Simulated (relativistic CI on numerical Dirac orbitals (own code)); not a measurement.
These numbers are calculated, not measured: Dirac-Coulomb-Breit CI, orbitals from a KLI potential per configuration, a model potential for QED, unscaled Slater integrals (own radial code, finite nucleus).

Configurations in the expansion (outside the closed core 1s2): 2s2, 2s 2p, 2p2, 2p 3s, 2p 3p, 2s 3s, 2s 3p, 2s 3d, 2s 4s, 2s 4p, 2s 4d, 2s 4f, 2s 5s, 3s2, 2s 5p, 2s 5d, 2s 5f, 2s 5g, 3s 3p, 3p2. Levels of other configurations are missing.

At this charge energies of transitions that change n are usually good to better than 1 %, and those within a shell (Δn = 0) to a few per cent.

Outline of the computed level scheme of Gd LXI. Lowest level of each configuration: 2s2 1S_0 at 0.0 eV; 2s 2p 3P°_0 at 134.9 eV; 2p2 3P_0 at 386.6 eV; 2s 3s 3S_1 at 7889.8 eV; 2s 3p 3P°_0 at 7954.6 eV; 2p 3s 3P°_0 at 8059.7 eV; 2p 3p 3D_1 at 8098.6 eV; 2s 3d 3D_1 at 8211.8 eV; 2s 4s 3S_1 at 10597.7 eV.

Some strong electric-dipole decays among the lowest 36 levels: 2s 3d 3D_3 → 2s 2p 3P°_2 (9.4e+14 s⁻¹); 2s 3d 3D_2 → 2s 2p 3P°_1 (8.7e+14 s⁻¹); 2s 3d 1D_2 → 2s 2p 1P°_1 (8.0e+14 s⁻¹); 2s 3d 3D_1 → 2s 2p 3P°_0 (5.2e+14 s⁻¹); 2p 3p 3P_0 → 2s 2p 3P°_1 (3.9e+14 s⁻¹); 2s 3p 1P°_1 → 2s2 1S_0 (3.8e+14 s⁻¹); 2p 3p 3D_1 → 2s 2p 3P°_1 (3.0e+14 s⁻¹); 2p 3p 3P_1 → 2s 2p 3P°_2 (3.0e+14 s⁻¹).

LS names give the leading component of a level, which can be under half, so a name can repeat, a term be missing and a line seem to break the LS rules.
